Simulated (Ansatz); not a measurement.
Molecule: ZrOF, net charge 0, doublet state. SMILES: [Zr]([F])=[O]
Geometry from a B3LYP-D3(BJ)/def2-TZVP (Ansatz, a quantum-chemistry and plane-wave program) optimisation:
```
Zr
O 1 1.7392
F 1 1.9208 2 108.44
```
Charge 0, spin multiplicity 2.

Wanted: vertical electron affinity to the singlet, in eV. Set-up: LANL2DZ with its own core potentials from Na on; spin-orbit terms left out; each state is the SCF solution reached for its charge and spin; dispersion terms only where a functional's name holds one; frozen cores in correlated levels (noble-gas shells and the d and f shells of earlier blocks); STO-3G and 3-21G all-electron and non-relativistic; open shells spin-unrestricted; def2 sets with scalar-relativistic core potentials past Kr; 6-31G* and kin with 6d, 5d where marked. Ab initio and DFT rows: single points at B3LYP-D3(BJ) geometries (Ansatz). A UHF reference is markedly spin-contaminated in at least one set, which strains HF and MP2.

| level | program | vertical electron affinity to the singlet (eV) |
|---|---|---|
| HF/6-31G* with LANL2DZ past Ar | Ansatz | 0.58 |
| PBE/6-31G* with LANL2DZ past Ar | Ansatz | 1.15 |
| B3LYP/STO-3G | Ansatz | -3.57 |
| B3LYP/3-21G | Ansatz | 1.00 |
| B3LYP/6-31G* with LANL2DZ past Ar | Ansatz | 1.31 |
| MP2/6-31G* with LANL2DZ past Ar | Ansatz | 0.80 |
| B3LYP/def2-TZVPD | Ansatz | 1.45 |
| PBE0/def2-TZVPD | Ansatz | 1.32 |
| wB97X-V/def2-TZVPD | Ansatz | 1.36 |

No value to compare with is used here. The 6 habitual levels span -3.57 (B3LYP/STO-3G) to 1.31 eV (B3LYP/6-31G* with LANL2DZ past Ar); wB97X-V/def2-TZVPD gives 1.36.

The levels are drawn from those run, B3LYP/6-31G* more often than the rest, none by its result; left out are runs that failed, that the program found above a lower state of the same kind, or whose <S^2> lies over 0.5 above the pure value.
